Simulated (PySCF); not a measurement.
Cl4OW, charge +1, doublet, at a GFN2-xTB geometry (such geometries of metal compounds can be far from the true shape) (the multiplicity is a formal guess) (core potentials on W); DF-B3LYP/def2-SVP (PySCF).

The PySCF input:
```python
from pyscf import gto, scf, dft

mol = gto.Mole()
mol.atom = '''
    W     0.19312418   -0.17895695   -0.03195915
    O     1.59871201   -0.52124860   -0.85822968
    Cl    0.55270696   -0.37154999    2.09430151
    Cl   -1.17972309    1.02559978   -1.59328696
    Cl   -1.18858374   -1.82955839   -0.26385221
    Cl    0.22260663    2.19979115    0.30582675
'''
mol.basis = 'def2-svp'
mol.ecp = {'W': 'def2-svp'}
mol.charge = 1
mol.spin = 1
mol.verbose = 4
mol.build()

mf = dft.UKS(mol)
mf.xc = 'b3lyp'
mf.grids.becke_scheme = dft.gen_grid.stratmann
mf = mf.density_fit(auxbasis='def2-universal-jkfit')
mf.kernel()
```

Task: What does PySCF print? Leave out banner, timings and long lists.

Result: 
```
PySCF version 2.14.0

[INPUT] verbose = 4
[INPUT] num. atoms = 6
[INPUT] num. electrons = 89
[INPUT] charge = 1
[INPUT] spin (= nelec alpha-beta = 2S) = 1
[INPUT] symmetry False subgroup None
[INPUT] Mole.unit = angstrom
[INPUT] Symbol           X                Y                Z      unit          X                Y                Z       unit  Magmom
[INPUT]  1 W      0.193124180000  -0.178956950000  -0.031959150000 AA    0.364951808231  -0.338179623587  -0.060394040674 Bohr   0.0
[INPUT]  2 O      1.598712010000  -0.521248600000  -0.858229680000 AA    3.021127850953  -0.985017096813  -1.621819047173 Bohr   0.0
[INPUT]  3 Cl     0.552706960000  -0.371549990000   2.094301510000 AA    1.044464781541  -0.702127722685   3.957656276163 Bohr   0.0
[INPUT]  4 Cl    -1.179723090000   1.025599780000  -1.593286960000 AA   -2.229353542926   1.938102697614  -3.010875992241 Bohr   0.0
[INPUT]  5 Cl    -1.188583740000  -1.829558390000  -0.263852210000 AA   -2.246097744711  -3.457364286000  -0.498608414261 Bohr   0.0
[INPUT]  6 Cl     0.222606630000   2.199791150000   0.305826750000 AA    0.420665564212   4.157002804742   0.577928799066 Bohr   0.0

nuclear repulsion = 619.591830984593
number of shells = 50
number of NR pGTOs = 225
number of NR cGTOs = 118
basis = def2-svp
ecp = {'W': 'def2-svp'}

******** <class 'pyscf.df.df_jk.DFUKS'> ********
method = DFUKS
initial guess = minao
damping factor = 0
level_shift factor = 0
DIIS = <class 'pyscf.scf.diis.CDIIS'>
diis_start_cycle = 1
diis_space = 8
diis_damp = 0
SCF conv_tol = 1e-09
SCF conv_tol_grad = None
SCF max_cycles = 50
direct_scf = False
number electrons alpha = 45  beta = 44
XC library pyscf.dft.libxc version 7.1.2
    S. Lehtola, C. Steigemann, M. J. T. Oliveira, and M. A. L. Marques,  SoftwareX 7, 1–5 (2018)
XC functionals = b3lyp
    P. J. Stephens, F. J. Devlin, C. F. Chabalowski, and M. J. Frisch,  J. Phys. Chem. 98, 11623 (1994)
radial grids:
    Treutler-Ahlrichs [JCP 102, 346 (1995); DOI:10.1063/1.469408] (M4) radial grids

becke partition: Stratmann, Scuseria, Frisch. CPL, 257, 213 (1996); DOI:10.1016/0009-2614(96)00600-8
pruning grids: <function nwchem_prune>
grids dens level: 3
symmetrized grids: False
atomic radii adjust function: <function treutler_atomic_radii_adjust>
small_rho_cutoff = 0
Set gradient conv threshold to 3.16228e-05
tot grids = 113912
******** <class 'pyscf.df.df.DF'> ********
auxbasis = def2-universal-jkfit
init E= -1970.50233460718

cycle= 1 E= -1982.05085606341  delta_E= -11.5  |g|= 0.897  |ddm|= 5.26
cycle= 2 E= -1975.66449202509  delta_E= 6.39  |g|=  3.4  |ddm|= 3.14
cycle= 3 E= -1982.37610605603  delta_E= -6.71  |g|= 0.209  |ddm|= 2.75
cycle= 4 E= -1982.34922982522  delta_E= 0.0269  |g|= 0.309  |ddm|= 0.519
cycle= 5 E= -1982.39797156366  delta_E= -0.0487  |g|= 0.0692  |ddm|= 0.358
cycle= 6 E= -1982.40029174146  delta_E= -0.00232  |g|= 0.0108  |ddm|= 0.0727
cycle= 7 E= -1982.40035255393  delta_E= -6.08e-05  |g|= 0.0025  |ddm|= 0.0123
cycle= 8 E= -1982.40035564417  delta_E= -3.09e-06  |g|= 0.00105  |ddm|= 0.00417
cycle= 9 E= -1982.40035624847  delta_E= -6.04e-07  |g|= 0.000508  |ddm|= 0.00168
cycle= 10 E= -1982.40035637537  delta_E= -1.27e-07  |g|= 0.000223  |ddm|= 0.000774
cycle= 11 E= -1982.40035641019  delta_E= -3.48e-08  |g|= 3.19e-05  |ddm|= 0.000296
cycle= 12 E= -1982.40035641309  delta_E= -2.9e-09  |g|= 1.64e-05  |ddm|= 0.000141
cycle= 13 E= -1982.40035641391  delta_E= -8.19e-10  |g|= 9.34e-06  |ddm|= 7.91e-05
Extra cycle  E= -1982.400356414  delta_E= -9e-11  |g|= 1.48e-05  |ddm|= 4.36e-05
converged SCF energy = -1982.400356414  <S^2> = 0.7554956  2S+1 = 2.0054881
```
